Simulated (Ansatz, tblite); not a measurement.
Cost and result up the ladder for `Cc1cc(-c2sc(-c3sc(-c4sc(S)cc4C)cc3C)cc2C)sc1S` (44 atoms). Total charge 0; singlet. Geometry: r2SCAN-D4/def2-SVP.

Ansatz on 2 threads of AMD EPYC 7R13 on a shared host and a share (18 GiB) of an NVIDIA H100 80GB HBM3; xTB runs through tblite on one thread. Times are rough, summed over both states, and most runs start from the orbitals of an earlier one. PBE0-D4/def2-TZVP serves as the yardstick here, not as an exact answer. The other state is a triplet.

The xTB rows come from tblite. Single mean-field runs in def2-TZVP are fitted with def2-universal-jkfit.

xTB has no spin-polarisation term.

```
                         level  functions  vertical triplet (eV)  difference from PBE0-D4/def2-TZVP (eV)
                      GFN1-xTB        170                   1.80                                   -0.11
PBE-D4/def2-TZVP (with forces)        950                   1.71                                   -0.20
             PBE0-D4/def2-TZVP        950                   1.91                                    0.00
                      GFN2-xTB        152                   1.75                                   -0.17
```

Estimate how long each takes.

GFN2-xTB 0.26 s; GFN1-xTB 0.28 s; PBE-D4/def2-TZVP (with forces) 18 s; PBE0-D4/def2-TZVP 30 s. On shared hardware such times vary by a factor of up to 3.
